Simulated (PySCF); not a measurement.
Cl4SW, triplet, geometry from GFN2-xTB of the parent state (such geometries of metal compounds can be far from the true shape) (the multiplicity is a formal guess) (core potentials on W); DF-B3LYP/def2-SV(P) (PySCF).

Input for PySCF:
```python
from pyscf import gto, scf, dft

mol = gto.Mole()
mol.atom = '''
    W     0.00286310   -0.07759705    0.04671073
    S     0.07189569   -1.94854917    1.17295890
    Cl   -1.59022183   -0.31037545   -1.64810503
    Cl    1.55015711    1.39622747    0.99445985
    Cl    1.55126637   -0.22472173   -1.69837021
    Cl   -1.59133109    1.31057375    1.04472503
'''
mol.basis = 'def2-sv(p)'
mol.ecp = {'W': 'def2-sv(p)'}
mol.spin = 2
mol.verbose = 4
mol.build()

mf = dft.UKS(mol)
mf.xc = 'b3lyp'
mf = mf.density_fit(auxbasis='def2-universal-jkfit')
mf.kernel()
mf.analyze()
```

The log (banner, timings and long lists left out):

```
PySCF version 2.14.0

[INPUT] verbose = 4
[INPUT] num. atoms = 6
[INPUT] num. electrons = 98
[INPUT] charge = 0
[INPUT] spin (= nelec alpha-beta = 2S) = 2
[INPUT] symmetry False subgroup None
[INPUT] Mole.unit = angstrom
[INPUT] Symbol           X                Y                Z      unit          X                Y                Z       unit  Magmom
[...]
nuclear repulsion = 690.454960670454
number of shells = 51
number of NR pGTOs = 230
number of NR cGTOs = 115
basis = def2-sv(p)
ecp = {'W': 'def2-sv(p)'}

******** <class 'pyscf.df.df_jk.DFUKS'> ********
method = DFUKS
initial guess = minao
damping factor = 0
level_shift factor = 0
DIIS = <class 'pyscf.scf.diis.CDIIS'>
diis_start_cycle = 1
diis_space = 8
diis_damp = 0
SCF conv_tol = 1e-09
SCF conv_tol_grad = None
SCF max_cycles = 50
direct_scf = False
number electrons alpha = 50  beta = 48
XC library pyscf.dft.libxc version 7.1.2
    S. Lehtola, C. Steigemann, M. J. T. Oliveira, and M. A. L. Marques,  SoftwareX 7, 1–5 (2018)
XC functionals = b3lyp
    P. J. Stephens, F. J. Devlin, C. F. Chabalowski, and M. J. Frisch,  J. Phys. Chem. 98, 11623 (1994)
radial grids:
    Treutler-Ahlrichs [JCP 102, 346 (1995); DOI:10.1063/1.469408] (M4) radial grids

becke partition: Becke, JCP 88, 2547 (1988); DOI:10.1063/1.454033
pruning grids: <function nwchem_prune>
grids dens level: 3
symmetrized grids: False
atomic radii adjust function: <function treutler_atomic_radii_adjust>
small_rho_cutoff = 0
Set gradient conv threshold to 3.16228e-05
tot grids = 118712
******** <class 'pyscf.df.df.DF'> ********
auxbasis = def2-universal-jkfit
init E= -2293.30722795435

cycle= 1 E= -2305.49566410843  delta_E= -12.2  |g|= 0.405  |ddm|= 5.27

cycle= 2 E= -2304.56399004096  delta_E= 0.932  |g|= 1.32  |ddm|= 1.97

cycle= 3 E= -2305.58590921346  delta_E= -1.02  |g|= 0.152  |ddm|= 1.69

cycle= 4 E= -2305.59647475083  delta_E= -0.0106  |g|= 0.0781  |ddm|= 0.249

cycle= 5 E= -2305.59408425007  delta_E= 0.00239  |g|= 0.0907  |ddm|= 0.175

cycle= 6 E= -2305.59989382601  delta_E= -0.00581  |g|= 0.0115  |ddm|= 0.105

cycle= 7 E= -2305.60001630796  delta_E= -0.000122  |g|= 0.00302  |ddm|= 0.0185

cycle= 8 E= -2305.60002656496  delta_E= -1.03e-05  |g|= 0.00148  |ddm|= 0.00826

cycle= 9 E= -2305.60002933526  delta_E= -2.77e-06  |g|= 0.00112  |ddm|= 0.0049

cycle= 10 E= -2305.60003088211  delta_E= -1.55e-06  |g|= 0.00071  |ddm|= 0.0037

cycle= 11 E= -2305.60003183724  delta_E= -9.55e-07  |g|= 0.000212  |ddm|= 0.00314

cycle= 12 E= -2305.60003239789  delta_E= -5.61e-07  |g|= 0.000177  |ddm|= 0.00288

cycle= 13 E= -2305.60003264862  delta_E= -2.51e-07  |g|= 0.000174  |ddm|= 0.00134

cycle= 14 E= -2305.60003295647  delta_E= -3.08e-07  |g|= 0.000163  |ddm|= 0.00159

cycle= 15 E= -2305.60003273648  delta_E= 2.2e-07  |g|= 0.000171  |ddm|= 0.00113

cycle= 16 E= -2305.60002980619  delta_E= 2.93e-06  |g|= 0.000153  |ddm|= 0.0185

cycle= 17 E= -2305.60002850968  delta_E= 1.3e-06  |g|= 0.00014  |ddm|= 0.0122

cycle= 18 E= -2305.600027729  delta_E= 7.81e-07  |g|= 7.5e-05  |ddm|= 0.012

cycle= 19 E= -2305.60002754097  delta_E= 1.88e-07  |g|= 7.31e-05  |ddm|= 0.00538

cycle= 20 E= -2305.60002748299  delta_E= 5.8e-08  |g|= 5.59e-05  |ddm|= 0.00271

cycle= 21 E= -2305.60002744039  delta_E= 4.26e-08  |g|= 4.24e-05  |ddm|= 0.00479

cycle= 22 E= -2305.6000274426  delta_E= -2.21e-09  |g|= 2.54e-05  |ddm|= 0.00018

cycle= 23 E= -2305.60002744333  delta_E= -7.28e-10  |g|= 2.09e-05  |ddm|= 0.000113

Extra cycle  E= -2305.60002744388  delta_E= -5.55e-10  |g|= 3.2e-05  |ddm|= 0.000137
converged SCF energy = -2305.60002744388  <S^2> = 2.0109286  2S+1 = 3.0072769
**** SCF Summaries ****
Total Energy =                       -2305.600027443880208
Nuclear Repulsion Energy =             690.454960670454057
One-electron Energy =                -4580.811867136008914
Two-electron Energy =                 1584.756879021674877
Two-electron Coulomb Energy =         1731.092393597461978
DFT Exchange-Correlation Energy =     -146.335514575787130
**** MO energy ****
                             alpha | beta                alpha | beta
[...]
spin_pop of  0 W 5s        0.00025
spin_pop of  0 W 6s        0.00211
spin_pop of  0 W 7s        0.00078
spin_pop of  0 W 8s        0.00010
spin_pop of  0 W 9s        0.00006
spin_pop of  0 W 10s        0.00012
spin_pop of  0 W 5px       0.00538
spin_pop of  0 W 5py      -0.00031
spin_pop of  0 W 5pz       0.00347
spin_pop of  0 W 6px      -0.00163
spin_pop of  0 W 6py       0.00072
spin_pop of  0 W 6pz      -0.00211
spin_pop of  0 W 7px       0.00062
spin_pop of  0 W 7py       0.00323
spin_pop of  0 W 7pz       0.00013
spin_pop of  0 W 5dxy      0.30266
spin_pop of  0 W 5dyz      0.00607
spin_pop of  0 W 5dz^2     0.30863
spin_pop of  0 W 5dxz     -0.00202
spin_pop of  0 W 5dx2-y2    0.15415
spin_pop of  0 W 6dxy      0.02830
spin_pop of  0 W 6dyz     -0.00031
spin_pop of  0 W 6dz^2     0.02578
spin_pop of  0 W 6dxz     -0.00439
spin_pop of  0 W 6dx2-y2    0.02576
spin_pop of  1 S 1s       -0.00000
spin_pop of  1 S 2s        0.00000
spin_pop of  1 S 3s        0.00379
spin_pop of  1 S 4s       -0.00043
spin_pop of  1 S 2px       0.00004
spin_pop of  1 S 2py       0.00001
spin_pop of  1 S 2pz       0.00003
spin_pop of  1 S 3px       0.30146
spin_pop of  1 S 3py       0.06892
spin_pop of  1 S 3pz       0.22886
spin_pop of  1 S 4px      -0.00112
spin_pop of  1 S 4py      -0.00032
spin_pop of  1 S 4pz      -0.00106
spin_pop of  1 S 3dxy      0.00020
spin_pop of  1 S 3dyz      0.00054
spin_pop of  1 S 3dz^2     0.00093
spin_pop of  1 S 3dxz      0.00025
spin_pop of  1 S 3dx2-y2    0.00117
spin_pop of  2 Cl 1s        0.00000
spin_pop of  2 Cl 2s       -0.00000
spin_pop of  2 Cl 3s        0.00029
spin_pop of  2 Cl 4s        0.00001
spin_pop of  2 Cl 2px       0.00000
spin_pop of  2 Cl 2py       0.00000
spin_pop of  2 Cl 2pz       0.00000
spin_pop of  2 Cl 3px       0.04299
spin_pop of  2 Cl 3py       0.00701
spin_pop of  2 Cl 3pz       0.03089
spin_pop of  2 Cl 4px       0.00379
spin_pop of  2 Cl 4py       0.00042
spin_pop of  2 Cl 4pz       0.00350
spin_pop of  2 Cl 3dxy      0.00019
spin_pop of  2 Cl 3dyz      0.00014
spin_pop of  2 Cl 3dz^2     0.00330
spin_pop of  2 Cl 3dxz      0.00010
spin_pop of  2 Cl 3dx2-y2    0.00072
spin_pop of  3 Cl 1s        0.00000
spin_pop of  3 Cl 2s       -0.00000
spin_pop of  3 Cl 3s        0.00028
spin_pop of  3 Cl 4s        0.00002
spin_pop of  3 Cl 2px       0.00000
spin_pop of  3 Cl 2py       0.00000
spin_pop of  3 Cl 2pz       0.00000
spin_pop of  3 Cl 3px       0.04284
spin_pop of  3 Cl 3py       0.00514
spin_pop of  3 Cl 3pz       0.03239
spin_pop of  3 Cl 4px       0.00330
spin_pop of  3 Cl 4py       0.00120
spin_pop of  3 Cl 4pz       0.00272
spin_pop of  3 Cl 3dxy      0.00042
spin_pop of  3 Cl 3dyz      0.00151
spin_pop of  3 Cl 3dz^2     0.00023
spin_pop of  3 Cl 3dxz      0.00012
spin_pop of  3 Cl 3dx2-y2    0.00202
spin_pop of  4 Cl 1s       -0.00000
spin_pop of  4 Cl 2s       -0.00000
spin_pop of  4 Cl 3s        0.00056
spin_pop of  4 Cl 4s       -0.00011
spin_pop of  4 Cl 2px       0.00000
spin_pop of  4 Cl 2py       0.00001
spin_pop of  4 Cl 2pz       0.00000
spin_pop of  4 Cl 3px       0.03685
spin_pop of  4 Cl 3py       0.12726
spin_pop of  4 Cl 3pz       0.00160
spin_pop of  4 Cl 4px       0.00389
spin_pop of  4 Cl 4py      -0.00002
spin_pop of  4 Cl 4pz       0.00321
spin_pop of  4 Cl 3dxy      0.00014
spin_pop of  4 Cl 3dyz     -0.00014
spin_pop of  4 Cl 3dz^2     0.00331
spin_pop of  4 Cl 3dxz      0.00020
spin_pop of  4 Cl 3dx2-y2    0.00060
spin_pop of  5 Cl 1s       -0.00000
spin_pop of  5 Cl 2s       -0.00000
spin_pop of  5 Cl 3s        0.00055
spin_pop of  5 Cl 4s       -0.00022
spin_pop of  5 Cl 2px       0.00000
spin_pop of  5 Cl 2py       0.00000
spin_pop of  5 Cl 2pz       0.00001
spin_pop of  5 Cl 3px       0.02960
spin_pop of  5 Cl 3py       0.03527
spin_pop of  5 Cl 3pz       0.10084
spin_pop of  5 Cl 4px       0.00324
spin_pop of  5 Cl 4py       0.00077
spin_pop of  5 Cl 4pz       0.00236
spin_pop of  5 Cl 3dxy      0.00029
spin_pop of  5 Cl 3dyz      0.00143
spin_pop of  5 Cl 3dz^2     0.00021
spin_pop of  5 Cl 3dxz     -0.00006
spin_pop of  5 Cl 3dx2-y2    0.00204
In total            50.00000 | 48.00000
Dipole moment(X, Y, Z, Debye):  0.05867, -1.61232,  0.96878
```
